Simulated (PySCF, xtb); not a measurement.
Se(Cl)(OMe) (CH3ClOSe), SMILES CO[Se]Cl.

GFN2-xTB run with xtb at its own geometry gives an orbital gap of 3.07 eV and a dipole moment of 1.80 D.

Coordinates come from a PBE0-D3(BJ)/def2-SVP optimisation. Other conformers were not sampled.

Task: What does PySCF with M06-2X/def2-TZVP give? (Estimate from the structure and the level; the computed values follow.)

Result: gap 6.89 eV (levels -7.98 and -1.10 eV), dipole 1.83 D.
